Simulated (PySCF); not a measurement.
Sn(SH)4 (H4S4Sn), SMILES [SH][Sn]([SH])([SH])[SH]. Geometry optimised at PBE-D3(BJ)/def2-SVP. The structure was generated by enumeration; whether it is a known compound was not checked. The def2 effective core potentials stand for the cores of Sn; spin–orbit coupling is left out. The values are those of a single conformer.

Computed equilibrium geometry at PBE-D3(BJ)/def2-SVP (PySCF confirms it by a frequency run) as bond lengths and angles (one conformer of several):
Atoms: S1 Sn2 S3 S4 S5 H6 H7 H8 H9. Bonds (Å): S1–Sn2 2.448, S1–H6 1.364, Sn2–S3 2.434, Sn2–S4 2.442, Sn2–S5 2.439, S3–H7 1.364, S4–H8 1.365, S5–H9 1.364. Angles (°): Sn2–S1–H6 90.8, S1–Sn2–S3 112.2, S1–Sn2–S4 105.1, S1–Sn2–S5 111.4, S3–Sn2–S4 112.5, S3–Sn2–S5 104.5, S4–Sn2–S5 111.3, Sn2–S3–H7 91.4, Sn2–S4–H8 90.3, Sn2–S5–H9 90.9.
Charge 0, spin multiplicity 1.
